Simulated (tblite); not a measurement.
Species: C₂H₉NS₂Si₂.
Atom-mapped SMILES: `[CH2:1]=[CH:2][S:3][Si@@H:4]([SH:5])[NH:6][SiH3:7]` (hydrogens: H8, H9 on C1; H10 on C2; H11 on Si4; H12 on S5; H13 on N6; H14, H15, H16 on Si7)

Computed with GFN2-xTB (tblite), gas phase: L-BFGS steps from a force-field or distance-geometry start until the largest atomic force falls under 0.01 eV/Å.

At the end of the run (lengths in Å): N6–Si7 1.747, Si4–N6 1.714, Si4–H11 1.452, Si4–S5 2.154, Si7–H15 1.459, Si7–H14 1.461, C2–S3 1.764, Si4–N6–Si7 128.8°, C2–S3–Si4 101.0°, S3–Si4–S5 112.5°, S5–Si4–N6 104.0°, C1–C2–S3–Si4 176°, C2–S3–Si4–S5 -69°, S3–Si4–N6–Si7 51°, H13–N6–Si7–H14 27°, H11–Si4–N6–Si7 -66°.

**Question.** These geometries were met on the way; a selection of coordinates is given. Order them by energy above the end point, lowest first.
A. N6–Si7 1.694, Si4–N6 1.675, Si4–H11 1.485, Si4–S5 2.124, Si7–H15 1.485, Si7–H14 1.474, C2–S3 1.747, Si4–N6–Si7 110.1°, C2–S3–Si4 105.4°, S3–Si4–S5 108.2°, S5–Si4–N6 104.7°, C1–C2–S3–Si4 176°, C2–S3–Si4–S5 -66°, S3–Si4–N6–Si7 92°, H13–N6–Si7–H14 62°, H11–Si4–N6–Si7 -34°
B. N6–Si7 1.747, Si4–N6 1.714, Si4–H11 1.447, Si4–S5 2.143, Si7–H15 1.457, Si7–H14 1.459, C2–S3 1.768, Si4–N6–Si7 124.1°, C2–S3–Si4 103.6°, S3–Si4–S5 113.4°, S5–Si4–N6 106.0°, C1–C2–S3–Si4 170°, C2–S3–Si4–S5 -59°, S3–Si4–N6–Si7 76°, H13–N6–Si7–H14 26°, H11–Si4–N6–Si7 -39°
C. N6–Si7 1.750, Si4–N6 1.719, Si4–H11 1.461, Si4–S5 2.158, Si7–H15 1.460, Si7–H14 1.460, C2–S3 1.777, Si4–N6–Si7 118.3°, C2–S3–Si4 102.7°, S3–Si4–S5 113.0°, S5–Si4–N6 106.6°, C1–C2–S3–Si4 173°, C2–S3–Si4–S5 -65°, S3–Si4–N6–Si7 81°, H13–N6–Si7–H14 46°, H11–Si4–N6–Si7 -36°
D. N6–Si7 1.746, Si4–N6 1.712, Si4–H11 1.441, Si4–S5 2.136, Si7–H15 1.456, Si7–H14 1.461, C2–S3 1.766, Si4–N6–Si7 120.8°, C2–S3–Si4 103.7°, S3–Si4–S5 113.5°, S5–Si4–N6 107.4°, C1–C2–S3–Si4 172°, C2–S3–Si4–S5 -64°, S3–Si4–N6–Si7 77°, H13–N6–Si7–H14 34°, H11–Si4–N6–Si7 -36°
E. N6–Si7 1.762, Si4–N6 1.725, Si4–H11 1.453, Si4–S5 2.136, Si7–H15 1.448, Si7–H14 1.436, C2–S3 1.784, Si4–N6–Si7 111.4°, C2–S3–Si4 105.3°, S3–Si4–S5 109.9°, S5–Si4–N6 104.1°, C1–C2–S3–Si4 175°, C2–S3–Si4–S5 -65°, S3–Si4–N6–Si7 90°, H13–N6–Si7–H14 59°, H11–Si4–N6–Si7 -34°

**Answer.** B (0.061 eV), D (0.102 eV), C (0.183 eV), E (0.312 eV), A (0.524 eV).

```json
{"step": "21", "E above end (eV)": "0.061", "rms distance from the end, all atoms (Å)": "0.502", "largest force (eV/Å)": "0.137", "rms shift of all bonds from the end (Å)": "0.003"}
{"step": "11", "E above end (eV)": "0.102", "rms distance from the end, all atoms (Å)": "0.525", "largest force (eV/Å)": "0.296", "rms shift of all bonds from the end (Å)": "0.006"}
{"step": "6", "E above end (eV)": "0.183", "rms distance from the end, all atoms (Å)": "0.541", "largest force (eV/Å)": "0.382", "rms shift of all bonds from the end (Å)": "0.007"}
{"step": "3", "E above end (eV)": "0.312", "rms distance from the end, all atoms (Å)": "0.555", "largest force (eV/Å)": "0.687", "rms shift of all bonds from the end (Å)": "0.012"}
{"step": "0", "E above end (eV)": "0.524", "rms distance from the end, all atoms (Å)": "0.561", "largest force (eV/Å)": "2.607", "rms shift of all bonds from the end (Å)": "0.024"}
```

Rows stand in the order of the answer.
